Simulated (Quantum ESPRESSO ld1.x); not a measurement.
Fractional charge and spin in the 4s shell of nickel: the spin-up occupation runs from 0 to 1 and the spin-down occupation from 0 to 1; the fullest corner is Ni, [Ar] 3d(up 4, down 4) 4s(up 1, down 1). Method: non-relativistic Kohn-Sham, LDA (Slater exchange, VWN5 correlation), spin-polarised, spherical densities, point nucleus; computed with ld1.x of Quantum ESPRESSO 7.5. Energy (eV) minus the two flat planes that join the four corners (they meet along the diagonal where the two added fractions sum to one electron); zero is where a piecewise linear energy would lie.

down \ up       0    0.25     0.5    0.75       1
0           0.000  -0.731  -0.980  -0.736   0.000
0.25       -0.731  -0.900  -0.593   0.196  -0.654
0.5        -0.980  -0.593   0.260  -0.535  -0.868
0.75       -0.736   0.196  -0.535  -0.814  -0.647
1           0.000  -0.654  -0.868  -0.647   0.000

Corners above the fullest one (they belong to Ni+ and the next ion): (up 1, down 0) 9.158 eV, (up 0, down 1) 9.158 eV, (up 0, down 0) 26.783 eV. With half an added electron in each spin the energy lies 0.260 eV from the planes, and with half an added electron in spin up alone -0.980 eV. The planes are only a guide here: the flat-plane condition holds for ground states with one frontier orbital, while other shells are open and held unpolarised.
